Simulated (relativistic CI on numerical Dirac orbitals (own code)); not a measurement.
## Ni2+ in a cubic cluster: 3p photoemission with charge transfer

Computed with a charge-transfer multiplet model of a cubic metal-ligand cluster with up to 2 ligand holes, Slater and spin-orbit integrals from Dirac-Coulomb-Breit ions, Slater integrals scaled by 0.7. The ground state mixes d8 with configurations of k ligand holes L, whose averages lie at kΔ + k(k − 1)U_dd/2; a core hole lowers each added d electron by U_cd. 20 K, Lorentzian 0.9 eV and Gaussian 0.8 eV FWHM.

Atomic integrals in eV (Slater integrals scaled, ζ unscaled), ground: F2dd 8.519, F4dd 5.287, zeta_d 0.080; with the core hole: F2dd 9.294, F4dd 5.804, zeta_d 0.088, zeta_core 1.457, F2cd 9.998, G1cd 12.349, G3cd 7.524.

Cluster parameters (eV): Δ = 4.1, U_dd = 7.3, U_cd = 8.5, 10Dq(ligand) = 1, V(eg) = 3, V(t2g) = -1.53, final-state hopping factor = 1.

```csv
Case,n_d,d8,d9L,d10L2,S
10Dq = -0.35 eV,8.34,0.67,0.31,0.02,1.00
10Dq = -0.05 eV,8.33,0.68,0.30,0.02,1.00
10Dq = 0.55 eV,8.31,0.70,0.29,0.01,1.00
10Dq = 1.15 eV,8.30,0.72,0.27,0.01,1.00
10Dq = 1.45 eV,8.29,0.73,0.26,0.01,1.00
```

Weights, n_d and S are thermal averages at 20 K. Binding energies count from the first peak over 30 % of the highest in each spectrum, which can be another peak from case to case. The parameters are a model scan and need not match a compound or its usual spin state. A negative ionic 10Dq is a model choice; hopping adds the covalent part of the field. Peaks in eV (height, largest 100):
- 10Dq = -0.35 eV: 0.0 (100), 5.0 (29), 7.5 (30), 10.4 (24), 12.8 (17), 14.7 (23), 22.7 (12)
- 10Dq = -0.05 eV: 0.0 (100), 5.1 (26), 7.6 (30), 10.5 (23), 13.1 (17), 14.6 (22), 22.6 (12)
- 10Dq = 0.55 eV: 0.0 (100), 5.5 (21), 7.6 (31), 10.7 (20), 14.6 (19), 22.5 (10)
- 10Dq = 1.15 eV: 0.0 (100), 7.6 (32), 11.0 (18), 13.6 (17), 21.0 (5), 22.6 (8)
- 10Dq = 1.45 eV: 0.0 (100), 7.6 (32), 11.2 (17), 13.7 (17), 21.2 (5), 22.8 (7)

Curve for 10Dq = -0.35 eV (points under 2 left out, the grid thinned):

(E (eV), Intensity): (-3.6, 3.1), (-3.0, 4.4), (-2.4, 6.7), (-1.7, 13.2), (-1.1, 31.5), (-0.5, 77.2), (0.1, 98.9), (0.7, 73.0), (1.4, 50.2), (2.0, 41.5), (2.6, 38.5), (3.2, 36.6), (3.8, 30.5), (4.5, 27.3), (5.1, 28.5), (5.7, 24.9), (6.3, 25.0), (6.9, 27.0), (7.6, 29.7), (8.2, 24.6), (8.8, 19.0), (9.4, 18.5), (10.0, 22.6), (10.7, 23.2), (11.3, 19.0), (11.9, 16.8), (12.5, 17.3), (13.2, 17.2), (13.8, 18.5), (14.4, 22.4), (15.0, 21.9), (15.6, 15.9), (16.3, 10.5), (16.9, 5.8), (17.5, 3.3), (18.1, 2.4), (19.4, 2.0), (20.1, 3.4), (20.7, 4.0), (21.3, 4.0), (21.9, 7.2), (22.5, 11.9), (23.2, 9.9), (23.8, 4.8), (24.4, 2.1)

For the case 10Dq = 0.55 eV, Δ = 4.1 eV is smaller than U_dd = 7.3 eV, the charge-transfer side of the Zaanen-Sawatzky-Allen scheme. With the core hole the average of the configuration with one ligand hole lies at Δ − U_cd = -4.4 eV before mixing: the effective hopping of about 3.9 eV (from the holes of the mixed ground state) is comparable with this gap or larger, so the configurations mix strongly.
